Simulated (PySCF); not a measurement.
SnCl3, SMILES [Cl][Sn+]([Cl])[Cl], charge +1. Geometry optimised at PBE-D3(BJ)/def2-SVP. The multiplicity is an assumed one; other spin states were not compared. The isomer is the one that the SMILES or the coordinates give; other isomers of the formula were not compared. The def2 effective core potentials stand for the cores of Sn; spin–orbit coupling is left out.

These are PBE-D3(BJ)/def2-SVP (PySCF) values and carry that method's errors.

Harmonic wavenumbers (cm⁻¹): 93, 95, 95, 354, 430, 430. Rotational constants (GHz): 1.816, 1.816, 0.9078; symmetry number 6.

Work out the zero-point energy and the ideal-gas rigid-rotor harmonic-oscillator thermochemistry at 298.15 K and 1 atm.

ZPE = ½ Σ hcν = ½ × 1498 cm⁻¹ = 2.14 kcal/mol. H − E(el) = 6.49 kcal/mol. Entropy in cal/(mol K): translation 42.14, rotation 25.50, vibration 13.56, total 81.20. G − E(el) = -17.72 kcal/mol. Cp = 18.18 cal/(mol K). Modes under 150 cm⁻¹ make the vibrational entropy uncertain.
